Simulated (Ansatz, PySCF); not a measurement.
Spin states of H4Mo (SMILES [MoH4]), each relaxed with B3LYP-D3(BJ)/def2-TZVP.
State 1 (charge 0, multiplicity 3):
```xyz
5

Mo    -0.0108     0.0060    -0.0115
H      1.2109    -0.2388     1.1350
H     -1.2117     1.0015     0.6471
H     -0.6873    -1.4853    -0.4421
H      0.6450     0.7464    -1.3857
```
State 2 (charge 0, multiplicity 1):
```xyz
5

Mo     0.03680    -0.14487     0.05034
H      1.26753    -0.32060     1.19912
H     -1.02528     1.13987     0.30845
H     -0.68265    -1.60087    -0.42697
H      0.34983     0.95622    -1.18815
```

Singlets are restricted, other states unrestricted; no spin–orbit coupling, no relativity up to Kr; see below for the cores. The largest T1 diagnostic is 0.033.

Correlated levels freeze the inner cores; with def2 sets outer-core shells near the valence are correlated too. CBS: X⁻³ extrapolation of the correlation energy, Hartree–Fock from the larger set.

The values were computed with Ansatz (Gaussian orbitals); PySCF for the dispersion terms.  In def2 rows elements past Kr take small-core potentials, without spin–orbit coupling.

PBE/def2-TZVPP gives 33.05 kcal/mol for the energy of the multiplicity-1 state less that of the multiplicity-3 state.

**Question.** How do the other levels lie against it? Give each less PBE: PBE-D3(BJ)/def2-TZVPP, r2SCAN/def2-TZVPP, PBE0/def2-TZVPP, wB97M-V/def2-TZVPP, B2PLYP/def2-TZVPP, CCSD(T)/CBS(def2-SVP, def2-TZVPP).

**Answer.** PBE-D3(BJ)/def2-TZVPP 0.00; r2SCAN/def2-TZVPP 6.53; PBE0/def2-TZVPP 2.29; wB97M-V/def2-TZVPP -3.74; B2PLYP/def2-TZVPP -0.84; CCSD(T)/CBS(def2-SVP, def2-TZVPP) -3.28 kcal/mol. 2 of 6 lie above PBE; the widest gap is to r2SCAN/def2-TZVPP.

Doubts at one or more of the structures used: a restricted determinant that unrestricted orbitals would lower (B2PLYP/def2-TZVPP, CCSD(T)/CBS(def2-SVP, def2-TZVPP)).

Ansatz is a first-principles code.
